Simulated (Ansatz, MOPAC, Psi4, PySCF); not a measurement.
Dimer: GeH4O2 (SMILES [OH][GeH2][OH]) (first 7 atoms) with CH4 (SMILES C); geometry from B3LYP-D3(BJ)/def2-TZVP, rigid monomers moved along the line of their centres of mass till H7···C8 is 3.55 Å.
(charge 0, multiplicity 1):
```xyz
12

O      1.0036    -0.9543    -0.0097
Ge    -0.4769     0.0225    -0.2424
O     -0.3037     1.5951     0.5834
H      1.7881    -0.5392    -0.3830
H     -0.6777     0.4025    -1.7147
H     -1.5773    -0.8407     0.3862
H     -0.1994     1.5004     1.5363
C      0.5544    -0.1841     4.5654
H      0.7266    -0.7254     5.4943
H      1.0238     0.7976     4.6377
H      0.9869    -0.7380     3.7334
H     -0.5205    -0.0725     4.4185
```

| level | interaction energy (kcal/mol) | cost |
|---|---|---|
| PM3 | -0.04 | - |
| PM6 | -0.25 | - |
| HF/3-21G (no counterpoise) | -0.49 | - |
| PBE-D3(BJ)/def2-TZVPPD | -0.95 | ×1 |
| r2SCAN-D3(BJ)/def2-TZVPPD | -0.79 | ×2 |
| r2SCAN-D4/def2-TZVPPD | -0.76 | ×2 |
| B3LYP/3-21G (no counterpoise) | -0.51 | - |
| B3LYP/def2-TZVPPD | -0.10 | ×1 |
| PBE0-D4/def2-TZVPPD | -0.89 | ×1 |
| M06-2X/6-31G* (no counterpoise) | -0.79 | - |
| MP2/6-31G* | -0.45 | - |
| CCSD/aug-cc-pVDZ | -0.60 | - |
| CCSD(T)/aug-cc-pVDZ | -0.67 | ×10 |
| SAPT0/aug-cc-pVDZ | -0.67 | - |

The rows run from -0.95 (PBE-D3(BJ)/def2-TZVPPD) to -0.04 kcal/mol (PM3).

Counterpoise-corrected where a basis set is named; no monomer relaxation. Rows marked so take none.

Frozen-core correlation. Filled d and f shells under p-block atoms count as core. Rows in 3-21G, 6-31G* carry no dispersion term and start afresh at each structure (6-31G* with six Cartesian d functions); the Pople sets are all-electron and without relativity. MP2/6-31G* freezes PySCF's default core, which leaves 3d correlated. The state reached by PM3, PM6 isn't checked.

Codes used: Ansatz (an electronic-structure program) with Gaussian orbitals; MOPAC for PM3, PM6 (differences of heats of formation); Psi4 for SAPT; PySCF for 3-21G rows, 6-31G* rows, the dispersion terms. 

Costs are rough ratios of core time to PBE/def2-TZVPPD (about 14 s over the structures, on one shared machine); a dash marks a level with no comparable run of its own.
